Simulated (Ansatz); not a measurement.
CH₃AuF₃P, SMILES `[CH3][Au-][P+](F)(F)F`, relaxed with RKS PBE0-D4/def2-TZVP in Ansatz from a GFN2-xTB geometry. The force threshold is 0.005 eV/Å; the program also tests the step.

The species carries charge 0 and has multiplicity 1. Au takes the def2 core potential.

Start:

```xyz
9

C     1.361   -1.297    1.214
Au   -0.394   -0.386    0.621
P    -1.649    1.151   -0.936
F    -0.607    2.346   -0.845
F    -2.718    2.058   -1.755
F    -1.054    0.531   -2.272
H     1.156   -2.136    1.865
H     1.994   -0.603    1.748
H     1.911   -1.663    0.358
```

```json
{"step": "1", "energy (eV)": "-22213.8443", "largest force (eV/Å)": "2.696", "largest move (Å)": "0.000"}
{"step": "2", "energy (eV)": "-22214.1533", "largest force (eV/Å)": "1.495", "largest move (Å)": "0.195"}
{"step": "3", "energy (eV)": "-22214.3599", "largest force (eV/Å)": "2.197", "largest move (Å)": "0.199"}
{"step": "4", "energy (eV)": "-22214.5082", "largest force (eV/Å)": "1.905", "largest move (Å)": "0.194"}
{"step": "5", "energy (eV)": "-22214.6442", "largest force (eV/Å)": "1.257", "largest move (Å)": "0.200"}
{"step": "6", "energy (eV)": "-22214.7681", "largest force (eV/Å)": "0.525", "largest move (Å)": "0.148"}
{"step": "7", "energy (eV)": "-22214.8224", "largest force (eV/Å)": "0.058", "largest move (Å)": "0.200"}
{"step": "8", "energy (eV)": "-22214.8287", "largest force (eV/Å)": "0.019", "largest move (Å)": "0.087"}
{"step": "9 (rejected)", "energy (eV)": "-22214.8173", "largest force (eV/Å)": "0.579", "largest move (Å)": "0.052"}
{"step": "10", "energy (eV)": "-22214.8291", "largest force (eV/Å)": "0.014", "largest move (Å)": "0.023"}
{"step": "11", "energy (eV)": "-22214.8291", "largest force (eV/Å)": "0.002", "largest move (Å)": "0.007"}
{"step": "12", "energy (eV)": "-22214.8291", "largest force (eV/Å)": "0.003", "largest move (Å)": "0.005"}
{"step": "13", "energy (eV)": "-22214.8291", "largest force (eV/Å)": "0.032", "largest move (Å)": "0.041"}
{"step": "14", "energy (eV)": "-22214.8292", "largest force (eV/Å)": "0.018", "largest move (Å)": "0.004"}
{"step": "15", "energy (eV)": "-22214.8292", "largest force (eV/Å)": "0.000", "largest move (Å)": "0.004"}
{"step": "16", "energy (eV)": "-22214.8292", "largest force (eV/Å)": "0.003", "largest move (Å)": "0.016"}
```

End:

```xyz
9

C     1.298   -1.330    1.273
Au    0.115   -0.117    0.112
P    -1.172    1.201   -1.150
F    -0.870    2.722   -1.178
F    -2.692    1.257   -0.850
F    -1.232    0.934   -2.676
H     0.682   -1.957    1.922
H     1.961   -0.730    1.901
H     1.911   -1.980    0.645
```

Hardware: 4 threads of an Arm Neoverse V1 on a shared host. Wall time 73 s, peak host memory 0.65 GiB.
